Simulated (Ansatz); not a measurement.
## Relaxing a trial structure of CHClOSi−

The starting geometry of this gas-phase doublet was optimised with GFN2-xTB.

```json
{"atom": "C", "x (Å)": "-2.1197", "y (Å)": "1.9552", "z (Å)": "-0.1897"}
{"atom": "Cl", "x (Å)": "-1.9342", "y (Å)": "0.7327", "z (Å)": "2.6971"}
{"atom": "O", "x (Å)": "-4.1848", "y (Å)": "2.6872", "z (Å)": "2.1186"}
{"atom": "Si", "x (Å)": "-3.0843", "y (Å)": "2.0011", "z (Å)": "1.3100"}
{"atom": "H", "x (Å)": "-2.7258", "y (Å)": "2.0522", "z (Å)": "-1.1104"}
```

Problem. Predict what becomes of its bonds when it is optimised with r2SCAN-D4/def2-SVPD.

Solution. It keeps its bonds.

The energy falls by 0.18 eV over 19 steps:

```json
{"step": "1", "E − E(last) (eV)": "0.182"}
{"step": "3", "E − E(last) (eV)": "0.069"}
{"step": "5", "E − E(last) (eV)": "0.023"}
{"step": "7", "E − E(last) (eV)": "0.010"}
{"step": "9", "E − E(last) (eV)": "0.008"}
{"step": "11", "E − E(last) (eV)": "0.007"}
{"step": "13", "E − E(last) (eV)": "0.002"}
{"step": "15", "E − E(last) (eV)": "0.000"}
{"step": "17", "E − E(last) (eV)": "0.000"}
{"step": "19", "E − E(last) (eV)": "0.000"}
```

Final geometry (Å):

```yaml
atoms:
  - { symbol: C, position_ang: [-2.3990, 2.3151, -0.2118] }
  - { symbol: Cl, position_ang: [-1.9431, 0.6508, 2.5020] }
  - { symbol: O, position_ang: [-4.1854, 2.7948, 2.2508] }
  - { symbol: Si, position_ang: [-3.1518, 2.0497, 1.3450] }
  - { symbol: H, position_ang: [-2.3693, 1.6180, -1.0604] }
```

Frequencies at the end are all real (lowest 186 cm⁻¹). Open shells are spin-unrestricted. Run with Ansatz 0.2.0, 2.2 min on 2 threads of Arm Neoverse V1, on a shared host.
